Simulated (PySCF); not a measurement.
Energy landscape of Ga₂O, singlet: map of symmetric stretch and bend. Scanned: O-Ga bond length and Ga-O-Ga angle.

Cartesian coordinates as functions of the variables (Å; names that start with a are angles):
```
O  0  0  0
Ga  r*sin(a/2)  0  r*cos(a/2)
Ga  -r*sin(a/2)  0  r*cos(a/2)
```

Computed with PySCF with restricted MP2 (frozen core)/6-31G*, spherical d.

Energy in kcal/mol above the lowest grid point; x is the O-Ga bond length (Å), y the Ga-O-Ga angle (°).

```csv
y \ x,1.55,1.67,1.76,1.85,1.94,2.03,2.12,2.21,2.31,2.40,2.46
180,59.4,14.4,1.7,0.2,5.8,15.9,28.9,43.4,60.4,76.0,86.5
173.95,59.4,14.4,1.7,0.1,5.7,15.9,28.8,43.4,60.3,75.9,86.4
165.32,59.7,14.5,1.7,0.1,5.6,15.8,28.7,43.1,60.0,75.5,85.9
156.68,60.2,14.7,1.8,0.0,5.5,15.5,28.3,42.7,59.5,74.8,85.1
148.04,61.0,15.2,2.0,0.0,5.3,15.2,27.9,42.1,58.7,73.9,83.9
139.41,62.5,16.0,2.4,0.1,5.2,14.9,27.4,41.4,57.8,72.7,82.6
130.77,64.9,17.4,3.3,0.5,5.2,14.6,26.9,40.7,56.9,71.6,81.2
122.14,68.6,19.8,4.9,1.5,5.7,14.7,26.6,40.1,56.0,70.4,79.9
113.50,74.4,23.6,7.6,3.3,6.8,15.2,26.6,39.8,55.3,69.4,78.7
104.86,83.2,29.6,12.0,6.5,9.0,16.6,27.4,40.0,55.1,68.8,77.8
96.23,96.7,38.8,18.9,11.7,12.8,19.2,29.1,41.1,55.5,68.9,77.7
85,126.6,59.2,34.3,23.3,21.5,25.8,33.9,44.5,57.9,70.7,79.5
```

Points that lie below all their neighbours on the grid: x = 1.85, y = 148.04 (0.0 kcal/mol).
